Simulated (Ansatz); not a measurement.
`FC(Cl)=[Se]` + NH₃ → `NC(F)=[Se]` + HCl at 298.15 K and 1 bar (substitution at a C–Cl bond).

Gas-phase electronic energies from Ansatz, PBE0-D4/def2-TZVP geometries. CBS: MP2 limit from def2 TZ/QZ plus the TZ coupled-cluster correction, frozen cores. This one scheme is used for every species. For Se outer-core shells are correlated without core-valence functions, which leaves a few kJ/mol of doubt a bond. Scalar relativity is left out up to krypton. Each species was taken in one conformer, which may not be the lowest.

| species | CCSD(T)/CBS energy (Eh) | H − E (kJ/mol) | S (J/(mol·K)) |
| --- | --- | --- | --- |
| `FC(Cl)=[Se]` | -2998.28219 | 36.9 | 300.2 |
| NH₃ | -56.50880 | 100.5 | 192.4 |
| `NC(F)=[Se]` | -2594.43937 | 107.8 | 297.0 |
| HCl | -460.38127 | 26.6 | 186.8 |

H − E and S are ideal-gas, rigid-rotor, harmonic terms from PBE0-D4/def2-TZVP, for one conformer and one mirror image of each species. 1 Eh = 2625.50 kJ/mol, R = 8.31446 J/(mol·K).

Task: By hand: ΔE, ΔH, ΔS and ΔG.

Result: ΔE = (-2594.43937) + (-460.38127) − (-2998.28219) − (-56.50880) = -0.02965 Eh = -77.8 kJ/mol. Δ(H − E) = 107.8 + 26.6 − 36.9 − 100.5 = -3.0, so ΔH = -80.8 kJ/mol. ΔS = 297.0 + 186.8 − 300.2 − 192.4 = -8.8 J/(mol·K). ΔG = -80.8 − 298.15 × (-8.8)/1000 = -78.2 kJ/mol.

Task: By hand: the equilibrium constant, and the temperature at which ΔG would vanish if ΔH and ΔS stayed fixed.

Result: log₁₀ K = −ΔG/(RT ln 10) = 13.7. ΔG = 0 at ΔH/ΔS = 9182 K, far beyond where these terms or the molecules hold.

The number of gas molecules stays the same, so ΔS is small and ΔH decides. A doubt of 5 kJ/mol in ΔE shifts log₁₀ K by 0.9 here. Other conformers and mirror images would add mixing entropy, several J/(mol·K) or more a flexible species. These are equilibria of isolated gas molecules and say nothing of rates. Largest T1 diagnostic: 0.015 (customary marks: 0.02 for closed shells, 0.045 for open ones).
